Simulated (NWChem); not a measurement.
System: C₇H₇, doublet; SMILES Cc1cc[c]cc1

NWChem input:

```
start job
memory heap 200 mb stack 900 mb global 1100 mb
geometry units angstroms noautosym nocenter noautoz
  C      0.003498    -2.353732    -0.003672
  C      0.005938    -0.843988     0.004821
  C      1.215884    -0.120071     0.003298
  C      1.225495     1.292611    -0.001291
  C     -0.005906     1.921526    -0.003669
  C     -1.233300     1.280538    -0.001269
  C     -1.212145    -0.129383     0.003302
  H     -0.375840    -2.750423    -0.969206
  H      1.020303    -2.764234     0.148891
  H     -0.652336    -2.763371     0.791635
  H      2.173909    -0.666368     0.006564
  H      2.177706     1.846779    -0.001123
  H     -2.189475     1.827582    -0.001097
  H     -2.166024    -0.682981     0.006516
end
basis spherical
  C library 6-31g*
  H library 6-31g*
end
dft
  odft
  mult 2
  xc hfexch
  iterations 150
  mulliken
end
task dft energy
esp
  recalculate
  probe 0.07
  range 0.3
  factor 1.0
  spacing 0.02
end
task esp
```

Excerpt of the output:

```
             Northwest Computational Chemistry Package (NWChem) 7.3.0
             --------------------------------------------------------

                             Geometry "geometry" -> ""
                             -------------------------

 Output coordinates in angstroms (scale by  1.889725989 to convert to a.u.)

  No.       Tag          Charge          X              Y              Z
 ---- ---------------- ---------- -------------- -------------- --------------
    1 C                    6.0000     0.00349800    -2.35373200    -0.00367200
    2 C                    6.0000     0.00593800    -0.84398800     0.00482100
    3 C                    6.0000     1.21588400    -0.12007100     0.00329800
    4 C                    6.0000     1.22549500     1.29261100    -0.00129100
    5 C                    6.0000    -0.00590600     1.92152600    -0.00366900
    6 C                    6.0000    -1.23330000     1.28053800    -0.00126900
    7 C                    6.0000    -1.21214500    -0.12938300     0.00330200
    8 H                    1.0000    -0.37584000    -2.75042300    -0.96920600
    9 H                    1.0000     1.02030300    -2.76423400     0.14889100
   10 H                    1.0000    -0.65233600    -2.76337100     0.79163500
   11 H                    1.0000     2.17390900    -0.66636800     0.00656400
   12 H                    1.0000     2.17770600     1.84677900    -0.00112300
   13 H                    1.0000    -2.18947500     1.82758200    -0.00109700
   14 H                    1.0000    -2.16602400    -0.68298100     0.00651600

 Effective nuclear repulsion energy (a.u.)     257.5171354722

  xc_inp: hfexch multiplicative factor not found.

                                 NWChem DFT Module
                                 -----------------

 Summary of "ao basis" -> "ao basis" (spherical)
 ------------------------------------------------------------------------------
       Tag                 Description            Shells   Functions and Types
 ---------------- ------------------------------  ------  ---------------------
 C                           6-31g*                  6       14   3s2p1d
 H                           6-31g*                  2        2   2s

            General Information
            -------------------
          SCF calculation type: DFT
          Wavefunction type:  spin polarized.
          No. of atoms     :    14
          No. of electrons :    49
           Alpha electrons :    25
            Beta electrons :    24
          Charge           :     0
          Spin multiplicity:     2
          Use of symmetry is: off; symmetry adaption is: off
          Maximum number of iterations: 150
          AO basis - number of functions:   112
                     number of shells:    56
          Convergence on energy requested:  1.00D-06
          Convergence on density requested:  1.00D-05
          Convergence on gradient requested:  5.00D-04

              XC Information
              --------------
                     Hartree-Fock (Exact) Exchange  1.000

      Superposition of Atomic Density Guess
      -------------------------------------

 Sum of atomic energies:        -267.10940681

      Non-variational initial energy
      ------------------------------

 Total energy =    -271.643104
 1-e energy   =    -868.148134
 2-e energy   =     338.987895
 HOMO         =      -0.161326
 LUMO         =       0.006783

     ---------------------------------------------
      Total Density - Mulliken Population Analysis
     ---------------------------------------------

[...]

                     NWChem Electrostatic Potential Fit Module
                     -----------------------------------------

 Atom parameters

 Number of atoms is                                   14
 Number of basis functions is                        112

 Grid parameters

 Maximum number of grid points is                  47906
 Number of grid points is                          47905
 Grid range                                     0.300000 nm
 Grid spacing                                   0.020000 nm
 Probe radius                                   0.070000 nm
 Atom radius factor                             1.000000

 Atomic radii

    1    0.100000
    6    0.147000
 FASTESP  F
  using M.O. file = ./job.movecs

    Atom              Coordinates                           Charge

                                                  ESP

    1 C     0.000350   -0.235373   -0.000367   -0.093554
    2 C     0.000594   -0.084399    0.000482    0.179324
    3 C     0.121588   -0.012007    0.000330   -0.249372
    4 C     0.122550    0.129261   -0.000129   -0.077481
    5 C    -0.000591    0.192153   -0.000367   -0.057538
    6 C    -0.123330    0.128054   -0.000127   -0.099346
    7 C    -0.121215   -0.012938    0.000330   -0.206531
    8 H    -0.037584   -0.275042   -0.096921    0.027422
    9 H     0.102030   -0.276423    0.014889    0.033442
   10 H    -0.065234   -0.276337    0.079164    0.026550
   11 H     0.217391   -0.066637    0.000656    0.143240
   12 H     0.217771    0.184678   -0.000112    0.118704
   13 H    -0.218948    0.182758   -0.000110    0.123367
   14 H    -0.216602   -0.068298    0.000652    0.131771
                                            ------------
                                               -0.000000

 Dipole moment                                  0.367440

 Quadrupole moment Qxx                          8.533797
                   Qyy                         -0.816154
                   Qzz                         -7.717643

 RMS deviation kJ/mol                           0.065631

 RRMS %                                        49.736422
```

Level: UHF/6-31G* (spherical d). All runs use the structure optimised with PBE-D3(BJ)/def2-SVP, spin-unrestricted. No frequency run checked for a minimum. The determinant is spin-contaminated (<S²> = 0.89). No stability test was run on the SCF state.
